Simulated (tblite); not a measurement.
C7H11N2 (charge +1).
Cartesian coordinates in Å at the GFN2-xTB level; atoms count from 1:
```xyz
20
C7H11N2 angstrom
C      3.250    0.284    0.465
N      1.877    0.144    0.060
C      1.446   -0.085   -1.209
C      0.088   -0.178   -1.168
N     -0.292   -0.007    0.130
C     -1.622   -0.022    0.644
C     -2.740    0.558   -0.180
C     -2.651   -0.920    0.015
C      0.809    0.186    0.854
H      3.731   -0.695    0.516
H      3.304    0.753    1.445
H      3.788    0.897   -0.257
H      2.116   -0.166   -2.040
H     -0.604   -0.348   -1.966
H     -1.635    0.120    1.716
H     -3.506    1.107    0.343
H     -2.497    0.972   -1.146
H     -2.347   -1.538   -0.815
H     -3.356   -1.401    0.674
H      0.833    0.350    1.914
```

Calculated harmonic vibrations of the isolated species, GFN2-xTB (tblite), most abundant isotopes, no scaling. Against measured fundamentals such values can be off by several per cent, at times by over 20. One conformer, not necessarily the lowest.

Harmonic wavenumbers (cm⁻¹): 50.9, 59.6, 155.8, 176.7, 243.9, 309.2, 415.4, 432.7, 603.7, 612.5, 633.3, 708.8, 765.4, 792.3, 811.2, 822.0, 859.5, 937.1, 974.1, 1010.4, 1022.7, 1053.2, 1057.8, 1058.9, 1081.2, 1083.7, 1090.4, 1094.7, 1132.2, 1139.6, 1176.9, 1245.7, 1337.3, 1370.7, 1401.8, 1410.4, 1420.0, 1424.8, 1436.4, 1448.0, 1472.5, 1538.0, 1539.0, 3006.7, 3038.4, 3056.8, 3079.7, 3106.8, 3107.4, 3118.1, 3132.2, 3171.8, 3188.5, 3204.1.

A = 5425, B = 966.3, C = 881.5 MHz; mass 123.092 u (most abundant isotopes); point group C1, symmetry number 1.

**Question.** What is the zero-point energy?

**Answer.** Half the sum of the wavenumbers: 37310 cm⁻¹ = 106.68 kcal/mol.

**Question.** Give the ideal-gas entropy at 350 K and 1 bar in the rigid-rotor, harmonic-oscillator model (classical rotation).

**Answer.** Translation 41.16, rotation 29.11, vibration 27.67: S = 97.9 cal/(mol K).

**Question.** And Cp and H(350 K) − H(0)?

**Answer.** Cp = 40.61 cal/(mol K), of which vibrations give 32.66 (their classical limit is 54 R = 107.3); H(350 K) − H(0) = 7.96 kcal/mol without the zero-point energy, 5.18 from vibrations.

**Question.** What must be added to the electronic energy to get the Gibbs energy at 350 K and 1 bar?

**Answer.** ZPE + [H(350 K) − H(0)] − T·S = 106.68 + 7.96 − 34.28 = 80.36 kcal/mol.

**Question.** Which modes carry the vibrational entropy at 350 K?

**Answer.** 50.9 cm⁻¹: 5.10; 59.6 cm⁻¹: 4.79; 155.8 cm⁻¹: 2.91; 176.7 cm⁻¹: 2.67; 243.9 cm⁻¹: 2.06; 309.2 cm⁻¹: 1.64 cal/(mol K); the other 48 give 8.51 together.

**Question.** How do the functions run with temperature in this model?

**Answer.** 
| T (K) | S (cal/(mol K)) | Cp (cal/(mol K)) | H − H(0) (kcal/mol) | G − H(0) (kcal/mol) | ln q(vib) |
| --- | --- | --- | --- | --- | --- |
| 50 | 57.6 | 12.1 | 0.49 | -2.39 | 0.48 |
| 100 | 67.1 | 15.9 | 1.19 | -5.52 | 1.45 |
| 298.15 | 91.9 | 34.6 | 6.01 | -21.40 | 5.40 |
| 373.15 | 100.6 | 43.3 | 8.93 | -28.62 | 6.98 |
| 500 | 115.2 | 56.2 | 15.27 | -42.31 | 9.79 |
| 750 | 141.6 | 73.9 | 31.70 | -74.47 | 15.56 |
| 1000 | 164.5 | 85.0 | 51.66 | -112.80 | 21.20 |

q(vib) and H(0) count from the zero-point level.

**Question.** Blend soft modes into free rotors: weight 1/[1 + (100 cm⁻¹/ν̃)⁴] for the oscillator and the rest for a rotor with moment μB/(μ + B), μ = h/(8π²ν), B = 10⁻⁴⁴ kg m². What vibrational entropy results?

**Answer.** 25.17 cal/(mol K) in place of 27.67, which changes −T·S at 350 K by +0.88 kcal/mol.

Hindered rotation and anharmonicity are outside this model. Other conformers, if any are populated, would add a mixing term that is left out. The structure is chiral; the term R ln 2 for an equal mix with its mirror image is left out.
